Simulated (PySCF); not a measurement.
Species: C₆H₁₄P (charge +1).
Atom-mapped SMILES: `[CH3:1][CH2:2][C@@H:3]1[C@H:4]([CH3:5])[P@H+:6]1[CH3:7]` (hydrogens: H8, H9, H10 on C1; H11, H12 on C2; H13 on C3; H14 on C4; H15, H16, H17 on C5; H18 on P6; H19, H20, H21 on C7)

The same species was optimised twice, with GFN2-xTB and with PBE0-D3(BJ)/def2-SVP (PySCF), and the same property calculations (PySCF, gas phase) were run on both structures.

| coordinate | GFN2-xTB | PBE0-D3(BJ)/def2-SVP | change |
| --- | --- | --- | --- |
| P6–C7 (Å) | 1.811 | 1.795 | -0.016 |
| C3–C4 (Å) | 1.543 | 1.530 | -0.013 |
| C1–C2 (Å) | 1.524 | 1.519 | -0.005 |
| C2–C3 (Å) | 1.510 | 1.512 | +0.002 |
| C3–P6 (Å) | 1.811 | 1.812 | +0.001 |
| C4–P6 (Å) | 1.814 | 1.814 | 0.000 |
| C4–C5 (Å) | 1.508 | 1.507 | -0.001 |
| C1–C2–C3 (°) | 110.8 | 112.9 | +2.1 |
| C4–P6–C7 (°) | 121.6 | 123.3 | +1.7 |
| C3–C4–C5 (°) | 121.0 | 122.4 | +1.4 |
| C3–P6–C7 (°) | 122.3 | 123.5 | +1.2 |
| C2–C3–P6 (°) | 120.0 | 120.8 | +0.8 |
| C5–C4–P6 (°) | 120.9 | 121.7 | +0.8 |
| C3–P6–C4 (°) | 50.4 | 49.9 | -0.5 |
| C2–C3–C4 (°) | 122.6 | 123.0 | +0.4 |
| C1–C2–C3–C4 (°) | 155 | 161 | +6 |

Rotational constants: A = 2399, B = 1735, C = 1135 MHz (GFN2-xTB) against A = 2405, B = 1692, C = 1114 MHz (PBE0-D3(BJ)/def2-SVP). Point groups within 0.08 Å: C1 and C1.

On the GFN2-xTB structure: lowest triplet, Tamm–Dancoff (eV) 5.65 [PBE0/def2-SVPD]; isotropic polarisability (au) 88.8 [PBE0/def2-SVPD]; HOMO (eV) -12.87 [PBE0/def2-SVPD]; LUMO (eV) -4.76 [PBE0/def2-SVPD]; HOMO (eV) -12.94 [PBE0/pcSseg-1]; LUMO (eV) -4.76 [PBE0/pcSseg-1]; GIAO shielding of C1 (ppm) 168.8 [PBE0/pcSseg-1]; GIAO shielding of C2 (ppm) 164.7 [PBE0/pcSseg-1]; GIAO shielding of C3 (ppm) 146.0 [PBE0/pcSseg-1]; GIAO shielding of C4 (ppm) 155.9 [PBE0/pcSseg-1]; GIAO shielding of C5 (ppm) 174.0 [PBE0/pcSseg-1]; GIAO shielding of P6 (ppm) 467.0 [PBE0/pcSseg-1]; GIAO shielding of C7 (ppm) 183.1 [PBE0/pcSseg-1].

Q: What do these properties become on the PBE0-D3(BJ)/def2-SVP structure?

A: 
```json
{"property": "lowest triplet, Tamm–Dancoff (eV)", "level": "PBE0/def2-SVPD", "on GFN2-xTB": "5.65", "on PBE0-D3(BJ)/def2-SVP": "5.60", "change": "-0.05"}
{"property": "isotropic polarisability (au)", "level": "PBE0/def2-SVPD", "on GFN2-xTB": "88.8", "on PBE0-D3(BJ)/def2-SVP": "90.2", "change": "+1.4"}
{"property": "HOMO (eV)", "level": "PBE0/def2-SVPD", "on GFN2-xTB": "-12.87", "on PBE0-D3(BJ)/def2-SVP": "-12.71", "change": "+0.16"}
{"property": "LUMO (eV)", "level": "PBE0/def2-SVPD", "on GFN2-xTB": "-4.76", "on PBE0-D3(BJ)/def2-SVP": "-4.68", "change": "+0.08"}
{"property": "energy, GFN2-xTB geometry as zero (kcal/mol)", "level": "PBE0/def2-SVPD", "on GFN2-xTB": "0.0", "on PBE0-D3(BJ)/def2-SVP": "-1.5", "change": "-1.5"}
{"property": "HOMO (eV)", "level": "PBE0/pcSseg-1", "on GFN2-xTB": "-12.94", "on PBE0-D3(BJ)/def2-SVP": "-12.78", "change": "+0.16"}
{"property": "LUMO (eV)", "level": "PBE0/pcSseg-1", "on GFN2-xTB": "-4.76", "on PBE0-D3(BJ)/def2-SVP": "-4.67", "change": "+0.09"}
{"property": "energy, GFN2-xTB geometry as zero (kcal/mol)", "level": "PBE0/pcSseg-1", "on GFN2-xTB": "0.0", "on PBE0-D3(BJ)/def2-SVP": "-1.2", "change": "-1.2"}
{"property": "GIAO shielding of C1 (ppm)", "level": "PBE0/pcSseg-1", "on GFN2-xTB": "168.8", "on PBE0-D3(BJ)/def2-SVP": "169.1", "change": "+0.3"}
{"property": "GIAO shielding of C2 (ppm)", "level": "PBE0/pcSseg-1", "on GFN2-xTB": "164.7", "on PBE0-D3(BJ)/def2-SVP": "163.2", "change": "-1.5"}
{"property": "GIAO shielding of C3 (ppm)", "level": "PBE0/pcSseg-1", "on GFN2-xTB": "146.0", "on PBE0-D3(BJ)/def2-SVP": "146.8", "change": "+0.8"}
{"property": "GIAO shielding of C4 (ppm)", "level": "PBE0/pcSseg-1", "on GFN2-xTB": "155.9", "on PBE0-D3(BJ)/def2-SVP": "154.8", "change": "-1.1"}
{"property": "GIAO shielding of C5 (ppm)", "level": "PBE0/pcSseg-1", "on GFN2-xTB": "174.0", "on PBE0-D3(BJ)/def2-SVP": "173.0", "change": "-1.0"}
{"property": "GIAO shielding of P6 (ppm)", "level": "PBE0/pcSseg-1", "on GFN2-xTB": "467.0", "on PBE0-D3(BJ)/def2-SVP": "466.4", "change": "-0.6"}
{"property": "GIAO shielding of C7 (ppm)", "level": "PBE0/pcSseg-1", "on GFN2-xTB": "183.1", "on PBE0-D3(BJ)/def2-SVP": "183.3", "change": "+0.2"}
```

The heavy atoms differ by 0.042 Å rms after alignment. Among bonds between heavy atoms P6–C7 changes most (-0.016 Å). Changes are differences of the printed values. Neither structure is proved a minimum here. The structure is a single PBE0-D3(BJ)/def2-SVP conformer in the gas phase; no vibrational or solvent corrections.

Conformer computed: `[CH3:1][CH2:2][C@@H:3]1[C@H:4]([CH3:5])[P@H+:6]1[CH3:7]`: C1–C2–C3–C4 161°.
